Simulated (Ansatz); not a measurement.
CH9AlBNSi (`C[SiH2]B[NH][AlH2]`), relaxed with RKS PBE-D4/def2-SVP in the Gaussian-basis code of Ansatz from a rough embedded geometry. The force threshold is 0.03 eV/Å; the program also tests the step.

Total charge 0; spin multiplicity 1.

Start:

```xyz
14

C     0.335   -1.359   -1.538
Si    1.248   -1.139    0.012
B     0.587    0.446    0.941
N    -0.852    0.464    1.455
Al   -1.660    1.971    0.458
H    -0.813   -1.472   -1.327
H     0.418   -0.455   -2.178
H     0.637   -2.250   -2.076
H     2.665   -1.013   -0.313
H     1.068   -2.356    0.846
H     1.340    1.300    1.175
H    -0.871    0.700    2.416
H    -3.046    1.749   -0.417
H    -1.058    3.413    0.546
```

Q: How much energy does the relaxation release, and in how many steps? (Best estimate.)

A: The calculation gave: 2.05 eV, in 17 steps.

Q: Which bonds change most? (Estimate.)

A: Computed: N4–Al5 from 1.980 to 1.830 Å; B3–N4 from 1.528 to 1.420 Å; C1–Si2 from 1.812 to 1.902 Å; Si2–B3 from 1.952 to 2.031 Å.

Q: Give the relaxed structure. (An estimate is asked.)

A: The calculation gave: 
```xyz
14

C     0.069   -1.265   -1.630
Si    1.058   -1.129   -0.011
B     0.704    0.312    1.376
N    -0.266    1.349    1.400
Al   -1.604    1.822    0.245
H    -1.007   -1.447   -1.437
H     0.150   -0.341   -2.237
H     0.458   -2.109   -2.236
H     2.525   -1.002   -0.368
H     0.948   -2.451    0.721
H     1.474    0.243    2.329
H    -0.201    1.942    2.239
H    -1.850    0.983   -1.080
H    -2.458    3.094    0.688
```
